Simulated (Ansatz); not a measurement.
Computed with Ansatz.

A structure relaxed at PBE0-D4/def2-TZVP, charge 0, multiplicity 1:

```xyz
13

N    -0.180   -0.138   -1.875
Si    0.796    0.979   -1.030
F    -0.038    2.334   -1.019
O     1.050    0.428    0.471
Si    0.282   -0.389    1.657
N    -1.338   -0.574    1.225
F     1.072   -1.769    1.806
H     0.151   -1.081   -2.013
H    -0.694    0.180   -2.682
H     2.114    1.301   -1.605
H     0.427    0.285    2.958
H    -1.602   -0.635    0.253
H    -2.041   -0.921    1.853
```

(1) Give its formula and SMILES.

(2) Point group (tolerance 0.08 Å, 0.16 Å for H)?

(3) Summarise the bond lengths by kind.

Answers

(1) F2H6N2OSi2, `N[Si@@H](F)O[Si@@H](N)F`.

(2) C1.

(3) 2 × N–Si 1.687 to 1.708 Å; 4 × H–N 1.005 to 1.009 Å; 2 × F–Si 1.591 to 1.598 Å; 2 × O–Si 1.619 to 1.632 Å; 2 × H–Si 1.472 to 1.474 Å.
